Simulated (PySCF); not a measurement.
F$_{3}$OTa (SMILES [O]=[Ta]([F])([F])[F]), singlet, geometry from GFN2-xTB (such geometries of metal compounds can be far from the true shape) (core potentials on Ta); M062X/def2-SV(P) run with PySCF.

Input for PySCF:
```python
from pyscf import gto, scf, dft

mol = gto.Mole()
mol.atom = '''
    Ta    0.016939    0.009075   -0.019553
    O     1.067821    0.572063   -1.232560
    F     0.970074   -0.956009    1.218615
    F    -1.269464   -1.064294   -0.771854
    F    -0.787181    1.438195    0.807440
'''
mol.basis = 'def2-sv(p)'
mol.ecp = {'Ta': 'def2-sv(p)'}
mol.charge = 0
mol.spin = 0
mol.verbose = 5
mol.build()

mf = dft.RKS(mol)
mf.xc = 'm062x'
mf.kernel()
mf.analyze()
```

What the program printed (banner, timings and long lists left out):

```
PySCF version 2.14.0

[INPUT] verbose = 5
[INPUT] max_memory = 4000
[INPUT] num. atoms = 5
[INPUT] num. electrons = 48
[INPUT] charge = 0
[INPUT] spin (= nelec alpha-beta = 2S) = 0
[INPUT] symmetry False subgroup None
[INPUT] Mole.unit = angstrom
[INPUT] Symbol           X                Y                Z      unit          X                Y                Z       unit  Magmom
[...]
[INPUT] ---------------- BASIS SET ----------------
[INPUT] l, kappa, [nprim/nctr], expnt,             c_1 c_2 ...
[INPUT] F
[...]
                                435.4193912       -0.039904258866
                                98.843328866      -0.17912768038
                                27.485198001      -0.46758090825
                                8.5405498171      -0.4465313102
[...]
                                4.9872339257      -0.23754317067
                                1.3491613954      -0.51287353587
[...]
[INPUT] O
[...]
                                340.87010191      -0.03989003923
                                77.363135167      -0.17853911985
                                21.47964494       -0.46427684959
                                6.6589433124      -0.44309745172
[...]
                                3.863550544       0.23094120765
                                1.0480920883      0.51375311064
[...]
[INPUT] Ta
[...]
                                12                -1.6510077975
[...]
                                5.69841           -0.46968874449
                                1.177721196       0.50905100155
                                0.54478533555     0.52298161137
[...]
                                1.4528884813      0.18558319471
                                0.61042908544     0.42959071631
                                0.2421627651      0.434972282315
[...]
nuclear repulsion = 215.932424361185
number of shells = 35
number of NR pGTOs = 146
number of NR cGTOs = 81
basis = def2-sv(p)
ecp = {'Ta': 'def2-sv(p)'}

******** <class 'pyscf.dft.rks.RKS'> ********
method = RKS
initial guess = minao
damping factor = 0
level_shift factor = 0
DIIS = <class 'pyscf.scf.diis.CDIIS'>
diis_start_cycle = 1
diis_space = 8
diis_damp = 0
SCF conv_tol = 1e-09
SCF conv_tol_grad = None
SCF max_cycles = 50
direct_scf = True
direct_scf_tol = 1e-13
XC library pyscf.dft.libxc version 7.1.2
    S. Lehtola, C. Steigemann, M. J. T. Oliveira, and M. A. L. Marques,  SoftwareX 7, 1–5 (2018)
XC functionals = m062x
[...]
converged SCF energy = -431.44977366839
Total Energy =                        -431.449773668390208
[...]
4 F 3pz          0.02339   0.01718  -0.01703   0.08281  -0.01949
4 F 3dxy         0.21626   0.25646   0.18219   0.42630   0.00794
4 F 3dyz        -0.24063  -0.25367   0.12812  -0.45627  -0.00806
4 F 3dz^2       -0.11269   0.20962   0.08675   0.10098   0.00336
4 F 3dxz         0.34184  -0.02500   0.01798   0.30457   0.00404
4 F 3dx2-y2     -0.13789   0.33120  -0.05315   0.21089   0.00596
               #81
0 Ta 5s         -0.02757
0 Ta 6s         -0.00661
0 Ta 7s          0.04561
0 Ta 8s         -0.44464
0 Ta 9s         -0.87974
0 Ta 10s         0.08231
0 Ta 5px        -0.00000
0 Ta 5py        -0.00000
0 Ta 5pz         0.00000
0 Ta 6px         0.01476
0 Ta 6py         0.00641
0 Ta 6pz        -0.01693
0 Ta 7px         0.02265
0 Ta 7py         0.01034
0 Ta 7pz        -0.02602
0 Ta 5dxy        0.00052
0 Ta 5dyz       -0.00151
0 Ta 5dz^2       0.00047
0 Ta 5dxz       -0.00070
0 Ta 5dx2-y2     0.00081
0 Ta 6dxy       -0.00172
0 Ta 6dyz       -0.00472
0 Ta 6dz^2      -0.00158
0 Ta 6dxz        0.00400
0 Ta 6dx2-y2     0.00458
1 O 1s          -0.00003
1 O 2s          -0.00576
1 O 3s          -0.06054
1 O 2px          0.00923
1 O 2py          0.00495
1 O 2pz         -0.01066
1 O 3px          0.05606
1 O 3py          0.02906
1 O 3pz         -0.06471
1 O 3dxy        -0.00885
1 O 3dyz         0.01021
1 O 3dz^2       -0.00662
1 O 3dxz         0.01911
1 O 3dx2-y2     -0.00596
2 F 1s          -0.00000
2 F 2s          -0.00113
2 F 3s          -0.02173
2 F 2px         -0.00257
2 F 2py          0.00274
2 F 2pz         -0.00356
2 F 3px          0.01364
2 F 3py         -0.01503
2 F 3pz          0.01971
2 F 3dxy         0.00338
2 F 3dyz         0.00544
2 F 3dz^2       -0.00217
2 F 3dxz        -0.00463
2 F 3dx2-y2      0.00068
3 F 1s          -0.00000
3 F 2s          -0.00113
3 F 3s          -0.02173
3 F 2px          0.00368
3 F 2py          0.00304
3 F 2pz          0.00200
3 F 3px         -0.02027
3 F 3py         -0.01669
3 F 3pz         -0.01052
3 F 3dxy        -0.00616
3 F 3dyz        -0.00279
3 F 3dz^2        0.00278
3 F 3dxz        -0.00356
3 F 3dx2-y2     -0.00126
4 F 1s          -0.00000
4 F 2s          -0.00113
4 F 3s          -0.02052
4 F 2px          0.00233
4 F 2py         -0.00394
4 F 2pz         -0.00241
4 F 3px         -0.01329
4 F 3py          0.02070
4 F 3pz          0.01387
4 F 3dxy         0.00493
4 F 3dyz        -0.00516
4 F 3dz^2        0.00101
4 F 3dxz         0.00334
4 F 3dx2-y2      0.00203
Dipole moment(X, Y, Z, Debye): -0.89179, -0.47773,  1.02905
```
